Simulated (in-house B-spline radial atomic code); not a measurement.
## RPA and G0W0 on HSE06: Tl IX (Tl8+)

Configuration [Xe] 4f14 5d5, highest spin, mean-field start HSE06. Computed with a B-spline radial code for spherical atoms: all electrons, scalar-relativistic (spin-free one-electron X2C), finite nucleus, each spin shell either full or empty, empty states to l = 9 with an (l + 1/2)⁻⁴ tail; G0W0 by contour deformation at full frequency.

Without the two-electron picture change, the correlation of inner shells comes somewhat too large for so heavy an element.

Command:
```bash
python run_gw.py task.json out
```
Settings (radii: box in bohr, nucleus in fm):
```
Z                        81
electrons                73
configuration            [Xe] 4f14 5d5
hamiltonian              x2c
method                   hse06
lmax                     9
rms_radius               5.4759
spin_polarised           True
box_radius               7.7
intervals                65
```

Cost of the run: 5.1 s on 1 thread of Intel(R) Xeon(R) 6975P-C, on a shared host.

Energies (hartree):

```json
{"term": "mean-field total", "value": "-20231.93551"}
{"term": "Hartree-Fock functional on these orbitals", "value": "-20226.86691"}
{"term": "direct second order", "value": "-7.35"}
{"term": "second-order exchange", "value": "1.8468"}
{"term": "SOSEX correction", "value": "1.756"}
```

(1) What is the RPA correlation energy, and what remains with SOSEX?

Quasi-particle levels (eV):

```csv
level,occupied,mean field,Σx - vxc,Σc,QP weight,G0W0
5d up,yes,-132.36,-7.50,?,?,?
5p down,yes,-195.46,-8.22,-0.67,0.967,-204.35
4f down,yes,-244.56,-19.35,6.29,0.946,-257.61
5d down,no,-122.76,9.22,-3.32,0.974,-116.86
```

G0W0 = mean field + (Σx - vxc) + Σc, with Σc (partial-wave tail included) taken at the quasi-particle energy. Only the outer levels were computed. Levels of low weight are left out.

(2) Where does G0W0 put 5d up?

Answers

(1) RPA gives -6.5648 hartree (-2.45 eV per electron); RPA + SOSEX gives -4.8089, and the second-order doubles -5.5032 hartree (no singles). RPA lacks exchange-type terms and so overcorrelates at short range.

(2) At -140.32 eV, with Σc = -0.47 eV and a quasi-particle weight of 0.974. The tabulated removal energy is 135 ± 2.2 eV (NIST, tabulated theory); the calculation leaves out spin-orbit coupling, Breit and QED terms, and what these don't explain is the method's own error.
